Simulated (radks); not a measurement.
Exchange energies: the exact (Fock) value of the Kohn-Sham orbitals and density-functional approximations, in hartree. Species: In37+ [Ne] 3s2; Ne [Ne]; C2+ [He] 2s2; Hg [Hg]. All-electron calculation, non-relativistic Kohn-Sham, PBE, spin-polarised, spherical densities, point nucleus. Program: a radial shooting solver on a logarithmic mesh with Libxc functionals. Every spin shell is full or empty, so the densities are truly spherical. Functionals are evaluated on that one density, not self-consistently.

functional     In37+        Ne       C2+        Hg
exact       -84.9736  -12.0448  -4.30517  -345.057
LDA          -78.488   -10.995   -3.7527   -332.04
B88          -84.949   -12.098   -4.2987   -345.37
PBEsol       -82.098   -11.625   -4.0784   -338.95
revPBE       -84.816   -12.097   -4.3171   -344.26
PW86         -85.254   -12.182   -4.3371   -343.81
OPTX         -85.138   -12.081   -4.3055   -351.68
WC           -83.657   -11.870   -4.1754   -343.01
AM05         -79.297   -11.158   -3.8697   -332.71
TPSS         -85.023   -12.138   -4.3270   -343.67
MS2          -84.880   -12.122   -4.3300   -342.84
TASK         -82.287   -11.747   -4.1886   -338.82
